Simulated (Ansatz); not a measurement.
A CCSD(T) single point on C4H5F3S, SMILES `C=CCSC(F)(F)F`.

```yaml
crystal:
  periodic: [false, false, false]
  atoms:
    - {symbol: C, position_ang: [-0.986605, 1.678258, -0.448519]}
    - {symbol: C, position_ang: [-0.909957, 0.424758, -0.869405]}
    - {symbol: C, position_ang: [-0.962354, -0.750209, 0.040533]}
    - {symbol: S, position_ang: [0.479073, -1.851399, -0.065501]}
    - {symbol: C, position_ang: [1.756355, -0.768358, 0.600736]}
    - {symbol: F, position_ang: [2.142456, 0.190019, -0.242185]}
    - {symbol: F, position_ang: [1.377619, -0.160877, 1.729590]}
    - {symbol: F, position_ang: [2.824795, -1.519373, 0.871069]}
    - {symbol: H, position_ang: [-1.080630, 1.917064, 0.606085]}
    - {symbol: H, position_ang: [-0.953533, 2.509853, -1.141917]}
    - {symbol: H, position_ang: [-0.796795, 0.207146, -1.928051]}
    - {symbol: H, position_ang: [-1.782190, -1.422299, -0.232541]}
    - {symbol: H, position_ang: [-1.108223, -0.454582, 1.080116]}
basis:
  gaussian: {orbitals: def2-TZVPP}
correlation: {method: ccsd_t}
```

```sh
$ ansatz run in.yaml --threads 2 --pin off --events-out ev --progress --plain --max-ram 32768MiB --backend cuda --devices 0, --max-vram 18GiB
```

The program prints (abridged):

```
Functional definition: HF
2037 factors; integrals over basis functions are off by at most 1.0e-3 eV
mean field evaluation 1: about -23134.5073 eV, gradient 5.2e1 eV
mean field evaluation 2: about -23134.9131 eV, gradient 5.3e1 eV
mean field evaluation 4: about -23140.7608 eV, gradient 5.0e0 eV
mean field evaluation 8: about -23140.8609 eV, gradient 3.2e-1 eV
mean field evaluation 16: about -23140.8616 eV, gradient 1.5e-6 eV
mean field -23140.86160386 eV, -850.4109785026 hartree, gradient 1.5e-6 eV, S^2 0.000000; 0 other end points of the search recorded, 0 dependent functions left out
12 core orbitals not correlated: weight in the atoms' cores, before any rotation towards them, 1.000 or more for the frozen orbitals, at most 0.000 for the correlated occupied ones
reference -23140.86160386 eV, -850.4109785026 hartree; 24, 24 occupied and 293, 293 virtual orbitals, 2037 factors
second order -42.61761466 eV of doubles, -0.00000000 eV of singles
cycle   1  -42.57816740 eV  change    3.9e-2 eV  update   1.3e-1
cycle   2  -43.53430379 eV  change   -9.6e-1 eV  update   4.0e-2
cycle   3  -43.74589308 eV  change   -2.1e-1 eV  update   2.0e-2
cycle   4  -43.72534190 eV  change    2.1e-2 eV  update   4.6e-3
cycle   5  -43.72332262 eV  change    2.0e-3 eV  update   2.0e-3
cycle   6  -43.72497093 eV  change   -1.6e-3 eV  update   5.4e-4
cycle   7  -43.72484274 eV  change    1.3e-4 eV  update   2.0e-4
cycle   8  -43.72466602 eV  change    1.8e-4 eV  update   6.1e-5
cycle   9  -43.72467665 eV  change   -1.1e-5 eV  update   2.4e-5
perturbative correction -1.71719245 eV, -0.0631056585 hartree
Total energy: -23186.30347296 eV, -852.0809363903 hartree
```

Run time 11 s (2 threads of an AMD EPYC 7R13 on a shared host and a share of an NVIDIA H100 80 GB); peak host memory 0.85 GiB.

The correlation energy is -45.442 eV, 3.8 % of it from (T); the T1 diagnostic reads 0.0120.
